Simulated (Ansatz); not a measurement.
Reaction (redistribution): `CC(C)(C)[O][Ga]([Cl])[Cl]` + `[F][Ti]([F])([F])[I]` → `CC(C)(C)[O][Ga]([F])[Cl]` + `[F][Ti]([F])([Cl])[I]`

Program: Ansatz. Geometries: PBE0-D4/def2-TZVP. ΔE: electronic, gas phase. CCSD(T)/CBS is the MP2 limit (def2-TZVPP, def2-QZVPP) plus CCSD(T) − MP2 in def2-TZVPP, frozen cores. Functionals use def2-TZVPP. Elements past krypton have def2 core potentials. For Ga, I, Ti outer-core shells are correlated without core-valence functions, which leaves a few kJ/mol of doubt a bond. Scalar relativity is left out up to krypton. One conformer a species, not always the lowest.

| level | ΔE (kcal/mol) | difference from CCSD(T)/CBS |
| --- | --- | --- |
| LDA (SPW92) | 12.6 | 1.5 |
| revPBE-D4 | 13.0 | 1.9 |
| B97M-V | 12.1 | 1.0 |
| ωB97M-V | 13.6 | 2.5 |
| r2SCANh | 12.4 | 1.3 |
| BHLYP | 12.8 | 1.7 |
| CAM-B3LYP | 13.0 | 1.9 |
| LC-ωPBE | 14.7 | 3.6 |
| HF/def2-SVP | 14.8 | 3.7 |
| MP2/def2-SVP | 11.9 | 0.8 |
| CCSD(T)/CBS | 11.1 | 0 |

Largest T1 diagnostic among the species: 0.023, so the coupled-cluster value is less sure than usual.

At CCSD(T), def2-SVP lies +1.7 kcal/mol from the extrapolated value and def2-TZVPP +0.4 kcal/mol. In def2-TZVPP, CCSD(T) changes the Hartree–Fock value by −2.8 kcal/mol (the triples alone add −1.4 kcal/mol) and MP2 by −4.4 kcal/mol.
